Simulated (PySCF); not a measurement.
## How many f electrons in LaC?

Unrestricted PBE0; basis La def2-TZVPP with ECP46, C def2-TZVPP; scalar-relativistic core potentials; PySCF 2.14. The search starts from ions with several 4f fillings and holds each by maximum overlap.

The lowest solution has 2Ms+1 = 4, about 0.1 4f electrons, near 2.13 Å.

Solutions at the starting distance of 2.121 Å, counted from the lowest; the search is not exhaustive:

```csv
2Ms+1,4f population,E (eV),⟨S²⟩,⟨Lz²⟩,μ (D)
4,0.07,0.00,3.76,1.3,-4.34
4,0.06,0.64,3.76,5.0,-6.85
4,0.08,1.37,3.76,2.0,-3.42
4,0.09,1.58,3.76,2.0,-3.32
```

Partly filled real f orbitals mix terms, so no term symbols are given. A positive dipole means La(−)C(+).

Spin–orbit coupling is left out. Counting both spins, an empty level lies below a filled one in some of these solutions, because spin and occupation are held. The state is the lowest single determinant that the PBE0 search found; with open d or f shells the true ground state can be another one.
